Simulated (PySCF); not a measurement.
# In²⁺ (indium, charge +2) across methods

[Kr] 4d9 5s1 6s1, high-spin 4D determinant (an excited configuration). All numbers are calculated (PySCF 2.14, the spin-free X2C one-electron Hamiltonian (Gaussian nucleus), in aug-cc-pwCVTZ-DK3 (10s9p7d4f1g, 109 functions)).

```csv
method,E (hartree),mean ε 4d β (eV),mean ε 5s α (eV),mean ε 6s α (eV),Σ⟨r²⟩ (bohr²),⟨S²⟩
PBE,-5878.30,-45.751,-29.806,-11.492,54.35,3.750
PBE0,-5878.37,-48.364,-30.785,-11.878,54.68,3.751
LDA,-5872.82,-45.943,-30.271,-11.483,54.06,3.750
UHF,-5876.12096,-54.938,-33.100,-12.625,56.42,3.752
r2SCAN,-5878.70,-46.363,-29.838,-11.410,54.67,3.751
```

The outer electron is Rydberg-like, and this basis confines it to a smaller radius and binds it less than a complete one would.
